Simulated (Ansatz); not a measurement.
Frontier orbitals of CH₄Cl₂OSi (`OC(Cl)[SiH2]Cl`).

| atom | x (Å) | y (Å) | z (Å) |
| --- | --- | --- | --- |
| O1 | -0.398 | -1.678 | 0.258 |
| C2 | -0.268 | -0.401 | 0.754 |
| Cl3 | -1.883 | 0.362 | 1.114 |
| Si4 | 0.655 | 0.779 | -0.413 |
| Cl5 | -0.193 | 0.465 | -2.260 |
| H6 | -0.711 | -1.630 | -0.655 |
| H7 | 0.220 | -0.481 | 1.726 |
| H8 | 2.083 | 0.391 | -0.500 |
| H9 | 0.495 | 2.194 | -0.022 |

Total charge 0; spin multiplicity 1. All single points use the PBE0-D4/def2-TZVP geometry. It is one conformer, not always the lowest. Basis def2-TZVPP, Ansatz.

Orbital energies of one run (eV). Highest occupied ones, from the top: -9.43, -10.15, -10.43, -10.75, -11.24, -11.97, -12.65, -12.76, -14.19, -15.41, -15.78, -17.85, -21.17, -25.91. Empty: 0.48, 1.15, 1.91, 2.11, 2.44, 2.69.

Which functional gave them?
A. ωB97X-V
B. B3LYP
C. BHLYP
D. revPBE

C. HOMO energies: BHLYP -9.43, ωB97X-V -10.53, revPBE -6.69, B3LYP -7.91 eV.

B3LYP here is the variant with VWN-RPA as its local correlation; programs differ in this.
